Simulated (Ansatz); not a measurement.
Geometry optimisation of the cluster Cr2O2.

```yaml
crystal:
  periodic: [false, false, false]
  atoms:
    - {symbol: Cr, position_ang: [-0.392610, 0.460440, -0.957650]}
    - {symbol: Cr, position_ang: [0.390160, -0.461270, 0.957640]}
    - {symbol: O, position_ang: [-0.809130, 1.945380, -1.225250]}
    - {symbol: O, position_ang: [0.811580, -1.944550, 1.225260]}
basis:
  gaussian: {orbitals: def2-SVP}
hamiltonian: {xc: pbe0, dispersion: d4}
scf: {omitted_lower_state_checks: [starts]}
output: {orbitals: {seedname: orbitals}}
relax: {f_tol: 0.02, max_steps: 100}
```

```sh
$ ansatz run in.yaml --threads 4 --pin off --events-out ev --progress --plain --max-ram 3916MiB
```

It prints (some lines left out):

```
Functional definition: PBE0
mean field -60904.23298518 eV, -2238.1892798336 hartree, gradient 7.8e-6 eV, S^2 0.000000; 0 other end points of the search recorded, 0 dependent functions left out
relax step   1: F+E_penalty+E_count = -60904.32951162 eV  Δ(F+E_penalty+E_count) = +0.000e0 eV  max|allowed force component| = 1.855e0 eV/Å  Δτ_max = 0.0000 Å  (77 SCF iters, accepted)
mean field -60904.72039043 eV, -2238.2071916461 hartree, gradient 2.1e-5 eV, S^2 0.000000; 0 other end points of the search recorded, 0 dependent functions left out
relax step   2: F+E_penalty+E_count = -60904.82086748 eV  Δ(F+E_penalty+E_count) = -4.914e-1 eV  max|allowed force component| = 2.173e0 eV/Å  Δτ_max = 0.1955 Å  (86 SCF iters, accepted)
mean field -60904.83322237 eV, -2238.2113381435 hartree, gradient 2.2e-5 eV, S^2 0.000000; 0 other end points of the search recorded, 0 dependent functions left out
relax step   3: F+E_penalty+E_count = -60904.93443518 eV  Δ(F+E_penalty+E_count) = -1.136e-1 eV  max|allowed force component| = 1.429e0 eV/Å  Δτ_max = 0.0286 Å  (77 SCF iters, accepted)
mean field -60905.04894208 eV, -2238.2192656965 hartree, gradient 1.3e-5 eV, S^2 0.000000; 0 other end points of the search recorded, 0 dependent functions left out
relax step   4: F+E_penalty+E_count = -60905.15321397 eV  Δ(F+E_penalty+E_count) = -2.188e-1 eV  max|allowed force component| = 1.441e0 eV/Å  Δτ_max = 0.1304 Å  (65 SCF iters, accepted)
mean field -60905.27243428 eV, -2238.2274788834 hartree, gradient 1.9e-5 eV, S^2 0.000000; 0 other end points of the search recorded, 0 dependent functions left out
relax step   5: F+E_penalty+E_count = -60905.37837377 eV  Δ(F+E_penalty+E_count) = -2.252e-1 eV  max|allowed force component| = 1.395e0 eV/Å  Δτ_max = 0.0946 Å  (67 SCF iters, accepted)
mean field -60905.23890356 eV, -2238.2262466523 hartree, gradient 2.4e-5 eV, S^2 0.000000; 0 other end points of the search recorded, 0 dependent functions left out
relax step   6: F+E_penalty+E_count = -60905.34564941 eV  Δ(F+E_penalty+E_count) = +3.272e-2 eV  max|allowed force component| = 5.956e0 eV/Å  Δτ_max = 0.1907 Å  (58 SCF iters, rejected (line search))
mean field -60905.49459961 eV, -2238.2356433086 hartree, gradient 2.4e-5 eV, S^2 0.000000; 0 other end points of the search recorded, 0 dependent functions left out
relax step   7: F+E_penalty+E_count = -60905.60092210 eV  Δ(F+E_penalty+E_count) = -2.225e-1 eV  max|allowed force component| = 1.183e0 eV/Å  Δτ_max = 0.0918 Å  (61 SCF iters, accepted)
mean field -60905.58782515 eV, -2238.2390692842 hartree, gradient 1.3e-5 eV, S^2 0.000000; 0 other end points of the search recorded, 0 dependent functions left out
relax step   8: F+E_penalty+E_count = -60905.69470414 eV  Δ(F+E_penalty+E_count) = -9.378e-2 eV  max|allowed force component| = 4.479e-1 eV/Å  Δτ_max = 0.0672 Å  (57 SCF iters, accepted)
mean field -60905.59487481 eV, -2238.2393283543 hartree, gradient 4.1e-5 eV, S^2 0.000000; 0 other end points of the search recorded, 0 dependent functions left out
relax step   9: F+E_penalty+E_count = -60905.70201908 eV  Δ(F+E_penalty+E_count) = -7.315e-3 eV  max|allowed force component| = 6.521e-1 eV/Å  Δτ_max = 0.0482 Å  (48 SCF iters, accepted)
mean field -60905.60110790 eV, -2238.2395574161 hartree, gradient 2.0e-5 eV, S^2 0.000000; 0 other end points of the search recorded, 0 dependent functions left out
relax step  10: F+E_penalty+E_count = -60905.70824756 eV  Δ(F+E_penalty+E_count) = -6.228e-3 eV  max|allowed force component| = 4.324e-2 eV/Å  Δτ_max = 0.0148 Å  (49 SCF iters, accepted)
mean field -60905.60109103 eV, -2238.2395567963 hartree, gradient 1.4e-5 eV, S^2 0.000000; 0 other end points of the search recorded, 0 dependent functions left out
relax step  11: F+E_penalty+E_count = -60905.70818689 eV  Δ(F+E_penalty+E_count) = +6.068e-5 eV  max|allowed force component| = 7.056e-2 eV/Å  Δτ_max = 0.0023 Å  (41 SCF iters, rejected (line search))
mean field -60905.60117594 eV, -2238.2395599165 hartree, gradient 1.7e-5 eV, S^2 0.000000; 0 other end points of the search recorded, 0 dependent functions left out
relax step  12: F+E_penalty+E_count = -60905.70829685 eV  Δ(F+E_penalty+E_count) = -4.929e-5 eV  max|allowed force component| = 5.514e-3 eV/Å  Δτ_max = 0.0011 Å  (39 SCF iters, accepted)
mean field -60905.60297030 eV, -2238.2396258582 hartree, gradient 1.6e-5 eV, S^2 0.000000; 0 other end points of the search recorded, 0 dependent functions left out
relax step  13: F+E_penalty+E_count = -60905.71007959 eV  Δ(F+E_penalty+E_count) = -1.783e-3 eV  max|allowed force component| = 4.958e-2 eV/Å  Δτ_max = 0.0200 Å  (48 SCF iters, accepted)
mean field -60905.61270134 eV, -2238.2399834672 hartree, gradient 1.6e-5 eV, S^2 0.000000; 0 other end points of the search recorded, 0 dependent functions left out
relax step  14: F+E_penalty+E_count = -60905.71987579 eV  Δ(F+E_penalty+E_count) = -9.796e-3 eV  max|allowed force component| = 1.973e-1 eV/Å  Δτ_max = 0.0370 Å  (48 SCF iters, accepted)
mean field -60905.66239596 eV, -2238.2418097107 hartree, gradient 1.7e-5 eV, S^2 0.000000; 0 other end points of the search recorded, 0 dependent functions left out
relax step  15: F+E_penalty+E_count = -60905.76915280 eV  Δ(F+E_penalty+E_count) = -4.928e-2 eV  max|allowed force component| = 6.757e-1 eV/Å  Δτ_max = 0.0928 Å  (56 SCF iters, accepted)
mean field -60905.69594110 eV, -2238.2430424719 hartree, gradient 1.9e-5 eV, S^2 0.000000; 0 other end points of the search recorded, 0 dependent functions left out
relax step  16: F+E_penalty+E_count = -60905.80296145 eV  Δ(F+E_penalty+E_count) = -3.381e-2 eV  max|allowed force component| = 4.006e-1 eV/Å  Δτ_max = 0.0547 Å  (51 SCF iters, accepted)
mean field -60905.77485509 eV, -2238.2459425075 hartree, gradient 1.9e-5 eV, S^2 0.000000; 0 other end points of the search recorded, 0 dependent functions left out
relax step  17: F+E_penalty+E_count = -60905.88175368 eV  Δ(F+E_penalty+E_count) = -7.879e-2 eV  max|allowed force component| = 2.631e-1 eV/Å  Δτ_max = 0.0802 Å  (59 SCF iters, accepted)
mean field -60905.78094266 eV, -2238.2461662217 hartree, gradient 2.6e-5 eV, S^2 0.000000; 0 other end points of the search recorded, 0 dependent functions left out
relax step  18: F+E_penalty+E_count = -60905.88735928 eV  Δ(F+E_penalty+E_count) = -5.606e-3 eV  max|allowed force component| = 9.604e-1 eV/Å  Δτ_max = 0.1950 Å  (64 SCF iters, accepted)
mean field -60905.82940079 eV, -2238.2479470252 hartree, gradient 1.7e-5 eV, S^2 0.000000; 0 other end points of the search recorded, 0 dependent functions left out
relax step  19: F+E_penalty+E_count = -60905.93639949 eV  Δ(F+E_penalty+E_count) = -4.904e-2 eV  max|allowed force component| = 4.991e-1 eV/Å  Δτ_max = 0.0580 Å  (65 SCF iters, accepted)
mean field -60905.83440960 eV, -2238.2481310953 hartree, gradient 1.9e-5 eV, S^2 0.000000; 0 other end points of the search recorded, 0 dependent functions left out
[...]
relax step  21: F+E_penalty+E_count = -60905.94146592 eV  Δ(F+E_penalty+E_count) = -1.347e-4 eV  max|allowed force component| = 1.333e-1 eV/Å  Δτ_max = 0.0125 Å  (54 SCF iters, accepted)
mean field -60905.83490236 eV, -2238.2481492040 hartree, gradient 1.9e-5 eV, S^2 0.000000; 0 other end points of the search recorded, 0 dependent functions left out
relax step  22: F+E_penalty+E_count = -60905.94181334 eV  Δ(F+E_penalty+E_count) = -3.474e-4 eV  max|allowed force component| = 3.390e-2 eV/Å  Δτ_max = 0.0066 Å  (58 SCF iters, accepted)
mean field -60905.83521679 eV, -2238.2481607591 hartree, gradient 2.1e-5 eV, S^2 0.000000; 0 other end points of the search recorded, 0 dependent functions left out
relax step  23: F+E_penalty+E_count = -60905.94212059 eV  Δ(F+E_penalty+E_count) = -3.073e-4 eV  max|allowed force component| = 5.934e-2 eV/Å  Δτ_max = 0.0107 Å  (58 SCF iters, accepted)
mean field -60905.82913408 eV, -2238.2479372238 hartree, gradient 1.4e-5 eV, S^2 0.000000; 0 other end points of the search recorded, 0 dependent functions left out
relax step  24: F+E_penalty+E_count = -60905.93575366 eV  Δ(F+E_penalty+E_count) = +6.367e-3 eV  max|allowed force component| = 7.197e-1 eV/Å  Δτ_max = 0.1989 Å  (70 SCF iters, rejected (line search))
mean field -60905.84602544 eV, -2238.2485579698 hartree, gradient 1.5e-5 eV, S^2 0.000000; 0 other end points of the search recorded, 0 dependent functions left out
relax step  25: F+E_penalty+E_count = -60905.95290637 eV  Δ(F+E_penalty+E_count) = -1.079e-2 eV  max|allowed force component| = 2.079e-1 eV/Å  Δτ_max = 0.0970 Å  (64 SCF iters, accepted)
mean field -60905.86553658 eV, -2238.2492749908 hartree, gradient 1.3e-5 eV, S^2 0.000000; 0 other end points of the search recorded, 0 dependent functions left out
relax step  26: F+E_penalty+E_count = -60905.97256186 eV  Δ(F+E_penalty+E_count) = -1.966e-2 eV  max|allowed force component| = 4.633e-1 eV/Å  Δτ_max = 0.0976 Å  (64 SCF iters, accepted)
mean field -60905.84958381 eV, -2238.2486887375 hartree, gradient 3.5e-5 eV, S^2 0.000000; 0 other end points of the search recorded, 0 dependent functions left out
relax step  27: F+E_penalty+E_count = -60905.95701776 eV  Δ(F+E_penalty+E_count) = +1.554e-2 eV  max|allowed force component| = 1.425e0 eV/Å  Δτ_max = 0.1464 Å  (61 SCF iters, rejected (line search))
mean field -60905.89588877 eV, -2238.2503904131 hartree, gradient 2.0e-5 eV, S^2 0.000000; 0 other end points of the search recorded, 0 dependent functions left out
relax step  28: F+E_penalty+E_count = -60906.00357175 eV  Δ(F+E_penalty+E_count) = -3.101e-2 eV  max|allowed force component| = 5.863e-1 eV/Å  Δτ_max = 0.0732 Å  (64 SCF iters, accepted)
mean field -60905.91393316 eV, -2238.2510535322 hartree, gradient 1.6e-5 eV, S^2 0.000000; 0 other end points of the search recorded, 0 dependent functions left out
relax step  29: F+E_penalty+E_count = -60906.02215425 eV  Δ(F+E_penalty+E_count) = -1.858e-2 eV  max|allowed force component| = 3.698e-1 eV/Å  Δτ_max = 0.0715 Å  (64 SCF iters, accepted)
mean field -60905.91993133 eV, -2238.2512739611 hartree, gradient 2.3e-5 eV, S^2 0.000000; 0 other end points of the search recorded, 0 dependent functions left out
relax step  30: F+E_penalty+E_count = -60906.02854663 eV  Δ(F+E_penalty+E_count) = -6.392e-3 eV  max|allowed force component| = 1.221e-1 eV/Å  Δτ_max = 0.0411 Å  (60 SCF iters, accepted)
mean field -60905.92073912 eV, -2238.2513036467 hartree, gradient 2.3e-5 eV, S^2 0.000000; 0 other end points of the search recorded, 0 dependent functions left out
relax step  31: F+E_penalty+E_count = -60906.02943843 eV  Δ(F+E_penalty+E_count) = -8.918e-4 eV  max|allowed force component| = 2.721e-2 eV/Å  Δτ_max = 0.0080 Å  (61 SCF iters, accepted)
mean field -60905.92075412 eV, -2238.2513041980 hartree, gradient 2.3e-5 eV, S^2 0.000000; 0 other end points of the search recorded, 0 dependent functions left out
relax step  32: F+E_penalty+E_count = -60906.02940914 eV  Δ(F+E_penalty+E_count) = +2.929e-5 eV  max|allowed force component| = 5.252e-2 eV/Å  Δτ_max = 0.0086 Å  (57 SCF iters, rejected (line search))
mean field -60905.92091103 eV, -2238.2513099646 hartree, gradient 2.0e-5 eV, S^2 0.000000; 0 other end points of the search recorded, 0 dependent functions left out
relax step  33: F+E_penalty+E_count = -60906.02959748 eV  Δ(F+E_penalty+E_count) = -1.590e-4 eV  max|allowed force component| = 1.484e-2 eV/Å  Δτ_max = 0.0042 Å  (60 SCF iters, accepted)
mean field -60905.92091103 eV, -2238.2513099646 hartree, gradient 2.0e-5 eV, S^2 0.000000; 0 other end points of the search recorded, 0 dependent functions left out
Total energy: -60906.02964976 eV, -2238.2553060391 hartree
Atom 0 at     0.191778     0.179839    -0.563351 Å, force    -0.006618     0.007805     0.014836 eV/Å
Atom 1 at     0.409288     0.003890     1.190196 Å, force     0.001774    -0.007167    -0.012926 eV/Å
Atom 2 at    -0.833371     1.285478    -0.998499 Å, force     0.005973    -0.009144    -0.002204 eV/Å
Atom 3 at     0.232305    -1.469207     0.371654 Å, force    -0.001129     0.008506     0.000294 eV/Å
Dipole moment:     0.459104     0.180702     0.506670 e Å
Checks for a lower state left out: starts
```

Hardware: 4 threads of Arm Neoverse V2 on a shared host. Wall time 52 s.

No other spin state of charge 0 was run. The structure comes from a short search, and lower isomers may exist.
